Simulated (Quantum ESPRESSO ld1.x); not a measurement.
Values are calculated unless marked as measured or tabulated.
The mean radii <r> (bohr) of the occupied orbitals of an atom or ion are listed with their occupations. Level of theory: Dirac Kohn-Sham, PW86 exchange with PBE correlation, spin-unpolarised, spherical densities, point nucleus (ld1.x of Quantum ESPRESSO 7.5).

orbital  occ.      <r>
1s1/2       2  0.03705
2s1/2       2   0.1622
2p1/2       2   0.1386
2p3/2       4   0.1430
3s1/2       2   0.4579
3p1/2       2   0.4548
3p3/2       4   0.4652
3d3/2       4   0.4507
3d5/2       6   0.4542
4s1/2       2    1.212
4p1/2       2    1.345
4p3/2       4    1.375
4d3/2     0.8    2.009
4d5/2     1.2    2.024

Name the element and its charge. Open shells, if any, are shared by 2j + 1.

Answer. Z = 40, zirconium, charge +2: Zr2+ in [Kr] 4d2. The 1s radius gives Z: for a bare nucleus <r> = (2 gamma + 1)/(2Z) with gamma = sqrt(1 - (Z/c)^2), 0.03641 bohr for Z = 40, and screening makes it slightly larger (0.03705 here). The occupations add up to 38, and the charge is Z minus that.
